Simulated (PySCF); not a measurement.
Isomers of C10H12.

All values: CAM-B3LYP/def2-SVPD (PySCF) at PBE0-D3(BJ)/def2-SVP geometries, gas phase, one conformer each. Core orbitals are frozen in the response; Δα² is half the sum of the squared differences of the principal polarisabilities.

(1) Rank by HOMO energy, lowest first.
A. `[CH2:1]=[CH:2][c:3]1[cH:4][cH:5][cH:6][c:7]([CH2:8][CH3:9])[cH:10]1` with C1–C2–C3–C4 179°, C6–C7–C8–C9 -90°
B. `CC1=C[C@@H]2C=C[C@H]1C=C2C`
C. `[cH:1]1[cH:2][cH:3][c:4]2[c:5]([cH:6]1)[CH2:7][CH2:8][CH2:9][CH2:10]2` with C4–C5–C7–C8 -18°, C5–C7–C8–C9 47°, C7–C8–C9–C10 -63°, C8–C9–C10–C4 48° (1,2,3,4-tetrahydronaphthalene)

(2) Rank by dipole moment, highest first.
A. `[CH2:1]=[CH:2][c:3]1[cH:4][cH:5][cH:6][c:7]([CH2:8][CH3:9])[cH:10]1` with C1–C2–C3–C4 179°, C6–C7–C8–C9 -90° (3-ethylstyrene)
B. `[cH:1]1[cH:2][cH:3][c:4]2[c:5]([cH:6]1)[CH2:7][CH2:8][CH2:9][CH2:10]2` with C4–C5–C7–C8 -18°, C5–C7–C8–C9 47°, C7–C8–C9–C10 -63°, C8–C9–C10–C4 48°
C. `[C@@H]12C=C[C@@H](C=C1C)C(=C2)C`

(3) Rank by HOMO–LUMO gap, lowest first.
A. `[CH2:1]=[C:2]([CH3:3])[c:4]1[cH:5][cH:6][cH:7][c:8]([CH3:9])[cH:10]1` with C1–C2–C4–C5 26°
B. `[CH2:1]=[CH:2][c:3]1[cH:4][cH:5][cH:6][c:7]([CH2:8][CH3:9])[cH:10]1` with C1–C2–C3–C4 179°, C6–C7–C8–C9 -90° (3-ethylstyrene)
C. `[cH:1]1[cH:2][cH:3][c:4]2[c:5]([cH:6]1)[CH2:7][CH2:8][CH2:9][CH2:10]2` with C4–C5–C7–C8 -18°, C5–C7–C8–C9 47°, C7–C8–C9–C10 -63°, C8–C9–C10–C4 48° (1,2,3,4-tetrahydronaphthalene)
D. `CC1=C[C@@H]2C=C[C@H]1C=C2C`

Answers

(1) C (-7.92 eV), A (-7.67 eV), B (-7.07 eV).

(2) B (0.75 D), A (0.50 D), C (0.21 D).

(3) B (7.62 eV), A (7.80 eV), D (8.12 eV), C (8.78 eV).

All values together:

```csv
SMILES,μ (D),HOMO (eV),LUMO (eV),α (Å³),Δα (Å³),ΔSCF removal energy (eV)
C=Cc1cccc(CC)c1,0.50,-7.67,-0.06,18.11,10.71,8.25
C=C(C)c1cccc(C)c1,0.66,-7.64,0.16,17.88,11.05,8.19
CC1=C[C@@H]2C=C[C@H]1C=C2C,0.21,-7.07,1.05,15.71,4.17,7.69
c1ccc2c(c1)CCCC2,0.75,-7.92,0.85,16.54,8.23,8.51
```

Conformers: `[CH2:1]=[CH:2][c:3]1[cH:4][cH:5][cH:6][c:7]([CH2:8][CH3:9])[cH:10]1` with C1–C2–C3–C4 179°, C6–C7–C8–C9 -90°; `[CH2:1]=[C:2]([CH3:3])[c:4]1[cH:5][cH:6][cH:7][c:8]([CH3:9])[cH:10]1` with C1–C2–C4–C5 26°; `[cH:1]1[cH:2][cH:3][c:4]2[c:5]([cH:6]1)[CH2:7][CH2:8][CH2:9][CH2:10]2` with C4–C5–C7–C8 -18°, C5–C7–C8–C9 47°, C7–C8–C9–C10 -63°, C8–C9–C10–C4 48°.
